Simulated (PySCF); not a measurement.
PySCF was given this input:
```python
from pyscf import gto, scf

mol = gto.Mole()
mol.atom = '''
    B    -0.03095231   -0.17517929    0.50354728
    C    -0.00546964   -0.89631990   -0.92972407
    C    -0.30075358   -0.06572937   -2.07792039
    C     0.53070816    0.22677895   -3.01686561
    H    -0.69812024   -1.79027505   -0.83985472
    H     0.96813672   -1.38619941   -1.04008244
    H    -1.31998385    0.29542078   -2.08476251
    H     1.53126563   -0.23030064   -3.05306095
    H     0.28319501    0.87297791   -3.80891347
    Cl   -0.70965791    1.37878823    0.70129287
    Cl    0.63449949   -0.96985059    1.89142404
'''
mol.basis = 'sto-3g'
mol.verbose = 4
mol.build()

mf = scf.RHF(mol)
mf.kernel()
g = mf.nuc_grad_method()
grad = g.kernel()
```

Problem. What does this run give for the total energy, HOMO energy, HOMO-LUMO gap, number of basis functions, dipole moment, Mulliken (on the basis functions themselves) charges in atom order?

Solution. 
| Item | Result |
|---|---|
| total energy | -1048.6998 Eh |
| HOMO energy | -8.94 eV |
| HOMO-LUMO gap | 14.37 eV |
| number of basis functions | 43 |
| dipole moment | 1.81 D |
| Mulliken (on the basis functions themselves) charges in atom order | B1 0.44, C2 -0.20, C3 -0.05, C4 -0.14, H5 0.07, H6 0.08, H7 0.07, H8 0.06, H9 0.07, Cl10 -0.19, Cl11 -0.20 |
